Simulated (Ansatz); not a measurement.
Geometry optimisation, RKS BHLYP-D4/6-31G* (Ansatz).

The input (input.yaml):

```yaml
crystal:
  periodic: [false, false, false]
  atoms:
    - { symbol: Mg, position_ang: [0.2365, -1.4148, -0.3423] }
    - { symbol: F, position_ang: [-1.1311, -0.4104, 1.2804] }
    - { symbol: Cl, position_ang: [-0.4435, -2.8198, -1.7961] }
    - { symbol: H, position_ang: [-0.4481, 0.4851, 0.8441] }
    - { symbol: "N", position_ang: [0.4828, 1.0166, 0.0454] }
    - { symbol: H, position_ang: [0.0713, 1.6849, -0.5906] }
    - { symbol: H, position_ang: [1.2322, 1.4584, 0.5592] }
basis:
  gaussian: { orbitals: "6-31G*" }
hamiltonian:
  xc: { name: BHLYP }
  dispersion: d4
relax:
  f_tol: 0.15
  max_steps: 25
  restrain:
    - { distance: [0, 4], at: 2.12, k: 30.0 }
    - { distance: [3, 1], at: 0.88, k: 30.0 }
    - { distance: [0, 1], at: 3.28, k: 30.0 }
    - { distance: [3, 4], at: 2.32, k: 30.0 }
```

Command:

```bash
$ ansatz run input.yaml --threads 2 --pin off --max-ram 3072MiB --backend cpu --events-out ev --progress --plain --runs-dir out
```

Q: Where does it end, and by what steps?

A: The run converged. The restraints hold the end off the free minimum. After 8 steps the energy has risen by 0.158 eV (the restraints' own energy left out); H4 moved furthest, 0.86 Å. Parted: Mg1–F2. Joined: F2–H4.

```json
{"step": "0", "energy less start (eV)": "0.0000", "largest force component (eV/Å)": "3.392", "accepted": "yes"}
{"step": "1", "energy less start (eV)": "0.6274", "largest force component (eV/Å)": "3.496", "accepted": "yes"}
{"step": "2", "energy less start (eV)": "0.7654", "largest force component (eV/Å)": "3.363", "accepted": "yes"}
{"step": "3", "energy less start (eV)": "0.7278", "largest force component (eV/Å)": "2.692", "accepted": "yes"}
{"step": "4", "energy less start (eV)": "0.4478", "largest force component (eV/Å)": "2.065", "accepted": "yes"}
{"step": "5", "energy less start (eV)": "0.2543", "largest force component (eV/Å)": "1.912", "accepted": "yes"}
{"step": "6", "energy less start (eV)": "0.1876", "largest force component (eV/Å)": "1.847", "accepted": "yes"}
{"step": "7", "energy less start (eV)": "0.1664", "largest force component (eV/Å)": "1.804", "accepted": "yes"}
{"step": "8", "energy less start (eV)": "0.1581", "largest force component (eV/Å)": "1.679", "accepted": "yes"}
```

```xyz
7
Properties=species:S:1:pos:R:3
Mg 0.213 -0.981 -0.880
F -1.529 -0.234 1.786
Cl -0.040 -2.943 -1.811
H -1.001 0.458 1.503
N 0.555 0.911 -0.135
H 0.338 1.697 -0.728
H 1.463 1.094 0.265
```

Time of the run: 17 s on 2 threads of Arm Neoverse V2, on a shared host, peak memory 0.17 GiB.
